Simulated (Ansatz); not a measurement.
The same path of AlF$_{2}$H$_{3}$O (7 atoms, charge 0, multiplicity 1) was run 3 times with different band settings. Lost on the way: Al1–H2, O5–H7. Made: H2–H7.

Level of theory: RKS PBE0/6-31G* (Ansatz).

Relaxed end points:

```xyz
7
Properties=species:S:1:pos:R:3
Al 0.079 0.012 0.135
H -0.017 0.728 1.547
F 1.436 0.236 -0.789
F -1.333 -0.296 -0.712
O 0.138 -1.910 0.674
H -0.663 -2.254 0.241
H 0.031 -2.042 1.629
```

```xyz
7
Properties=species:S:1:pos:R:3
Al 0.039 -0.595 -0.246
H 0.068 0.239 1.867
F 1.395 0.297 -0.493
F -1.421 0.095 -0.573
O 0.177 -2.249 0.111
H -0.603 -2.810 0.090
H 0.017 -0.502 1.969
```

Common settings: movable images 7; climbing image yes; start path through a guess of the saddle point; force threshold 0.03 eV/Å; iteration limit 60; end points relaxed.

| run | spring | optimiser |
| --- | --- | --- |
| 1 | 5.0 eV/Å² | quadratic models (default) |
| 2 | 5.0 eV/Å² | fire |
| 3 | 20.0 eV/Å² | quadratic models (default) |

Problem. What does each run give, and how far can it be trusted?

Solution. Run 1: converged after 10 iterations, highest image 0.913 eV above the first end. A vibrational analysis at the climbing image gives one clearly imaginary mode, 1275i cm⁻¹: a first-order saddle point.
Run 2: converged after 50 iterations, highest image 0.913 eV above the first end. Another band between the same ends (7 images) ends at a top of the same energy, where a vibrational analysis finds 1 clearly imaginary mode.
Run 3: converged after 10 iterations, highest image 0.913 eV above the first end. Another band between the same ends (7 images) ends at a top of the same energy, where a vibrational analysis finds 1 clearly imaginary mode.
The orbitals stay closed-shell, which can raise the energy where a bond breaks towards radicals; this wasn't checked here.
